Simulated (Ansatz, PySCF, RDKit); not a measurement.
Complex: H2O (SMILES O) (first 3 atoms) with CH3F (SMILES CF); geometry from B3LYP-D3(BJ)/def2-TZVP, rigid monomers moved along the line of their centres of mass till H2···F5 is 3.60 Å.
(charge 0, multiplicity 1):
```
atom    x (Å)    y (Å)    z (Å)
----  -------  -------  -------
O      0.0004   0.4835  -0.1392
H      0.2093  -0.1354   0.5728
H     -0.4386  -0.0408  -0.8158
C     -0.2023   0.3466   4.7183
F      0.2559  -0.8279   4.1034
H     -0.5080   1.0410   3.9375
H     -1.0441   0.0869   5.3592
H      0.6143   0.7616   5.3079
```

Monomers are frozen at their geometry in the pair; levels with a basis set take the counterpoise correction.

Correlated levels freeze the cores. CBS(a, b) extrapolates the correlation energy as X⁻³ and adds the Hartree–Fock energy of set b.

Run with Ansatz (Gaussian orbitals); PySCF for the dispersion terms; RDKit for the force fields. Each number belongs to the level named beside it.

What is the computed interaction energy (MMFF94)?

-1.0 kcal/mol

Ansatz is a program for electronic structure.
